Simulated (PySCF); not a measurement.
C7H12Si.
SMILES: `CCC[SiH]1C=CC=C1`

Torsions of this conformer, `[CH3:1][CH2:2][CH2:3][SiH:4]1[CH:5]=[CH:6][CH:7]=[CH:8]1`: C1–C2–C3–Si4 179°, C2–C3–Si4–C5 172°.

The closed-shell ground state was solved at several levels (PySCF, density fitting, gas phase, non-relativistic). Geometry: PBE0-D3(BJ)/def2-SVP, one conformer, isolated molecule.

```json
{"level": "KT3/pcSseg-1", "basis functions": "203", "HOMO (eV)": "-5.62", "LUMO (eV)": "-2.28", "gap (eV)": "3.34", "dipole (D)": "0.67"}
{"level": "PBE0/pcSseg-1", "basis functions": "203", "HOMO (eV)": "-6.68", "LUMO (eV)": "-1.45", "gap (eV)": "5.23", "dipole (D)": "0.66"}
```

Estimate the row for wB97X-D/def2-SVPD, a basis of 260 functions; the other rows only guide the guess.

HOMO -8.48 eV, LUMO 0.31 eV, gap 8.79 eV, dipole 0.61 D.

Over all these levels, which gives the widest orbital gap and which the narrowest?

wB97X-D/def2-SVPD (range-separated hybrid) has the widest, 8.79 eV, and KT3/pcSseg-1 (GGA) the narrowest, 3.34 eV. Functional and basis both differ between the two, so the spread mixes both effects.

How far do the dipole and the HOMO energy spread over the levels?

The dipole runs from 0.61 to 0.67 D (mean 0.65 D) and the HOMO from -8.48 to -5.62 eV.
